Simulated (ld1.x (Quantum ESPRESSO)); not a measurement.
## Varying the TM semilocal potential for Pb

Base potential:

| Quantity | Value |
| --- | --- |
| Element | Pb (Z = 82) |
| Generator | ld1.x (Quantum ESPRESSO) 7.5 |
| Type | norm-conserving Troullier–Martins (semilocal form) |
| Functional | PBEsol |
| Relativity | scalar-relativistic |
| Frozen core | [Xe] 4f14 |
| Valence charge | 14 |
| Reference configuration | 5d10 6s2 6p2 |
| Partial waves | 6p (bound): rc 2.75 bohr; 5d (bound): rc 1.35 bohr; 5f channel at 0.3 Ry: rc 2.25 bohr; 6s (bound): rc 1.80 bohr |
| Local potential | the s channel |
| Core correction | a·sin(br)/r model core inside 1.15 bohr |

All-electron outer shells of the reference configuration (PBEsol, scalar-relativistic, ld1.x):

```tsv
shell	level (eV)	outermost node (bohr)	outermost maximum (bohr)
4f	-132.94	–	0.35
5p	-85.81	0.49	0.88
5d	-21.16	0.52	1.07
6s	-12.10	1.01	1.95
6p	-3.52	1.18	2.63
```

Cutoffs, loose and tight: the cutoffs (Ry, on a coarse ladder) from which the occupation-weighted sum of valence levels, in a spherical-Bessel basis at the reference potential, stays within 10 and 1 mRy of its value at 400 Ry. They do not see the model core or the augmentation charge, which bear on the density cutoff. Test errors are all-electron minus pseudo excitation energies from the reference, over the configurations 5d10 6s2 6p1; 5d10 6s2 6p0; 5d10 6s1 6p0; 5d10 6s1 6p3; 5d10 6s0 6p4; 5d9 6s2 6p3; 5d10 6s0 6p0. A dash means not determined; rows that change the core or the reference have their own tests.

A semilocal file is local in each channel, so a ghost entry of none says nothing of the separable form that plane-wave codes build from it.

| change | outcome | cutoff, loose | cutoff, tight | bound ghosts | largest test error (meV) |
| --- | --- | --- | --- | --- | --- |
| base | generated | 70 Ry | 100 Ry | none | -117 |
| all radii but the core radius scaled by about 0.79 (s 1.42, p 2.16, d 1.06, f 1.76 bohr) | generated | 110 Ry | 200 Ry | none | -103 |
| all radii but the core radius scaled by about 0.87 (s 1.56, p 2.38, d 1.18, f 1.96 bohr) | generated | 90 Ry | 140 Ry | none | -88 |
| all radii but the core radius scaled by about 1.10 (s 1.98, p 3.02, d 1.48, f 2.46 bohr) | generated | 55 Ry | 90 Ry | none | -138 |

Problem. What comes out with this change to the base: all radii but the core radius scaled by about 1.36 (s 2.46, p 3.74, d 1.84, f 3.06 bohr)?

Solution. outcome: generated; cutoff, loose: 50 Ry; cutoff, tight: 90 Ry; bound ghosts: none; largest test error (meV): -300.

Problem. What comes out with this change to the base: all radii but the core radius scaled by about 1.25 (s 2.26, p 3.44, d 1.70, f 2.82 bohr)?

Solution. outcome: generated; cutoff, loose: 55 Ry; cutoff, tight: 90 Ry; bound ghosts: none; largest test error (meV): -225.

Reading the sweep of the scale of all radii but the core radius (base = 1) (base included, trends over the rows without a ghost): The loose cutoff falls from 110 Ry at 0.79 to 50 Ry at 1.36. A larger radius leaves more room for a smooth pseudo-wave, so fewer plane waves are needed; a smaller one forces it to follow the all-electron wave where it bends sharply. The median size of the test errors (rows with all tests solved) rises from 18.1 meV at 0.79 to 50.7 meV at 1.36, with one reversal. More of the atom is replaced by a form fitted at one configuration, so other configurations suffer as the radius grows.
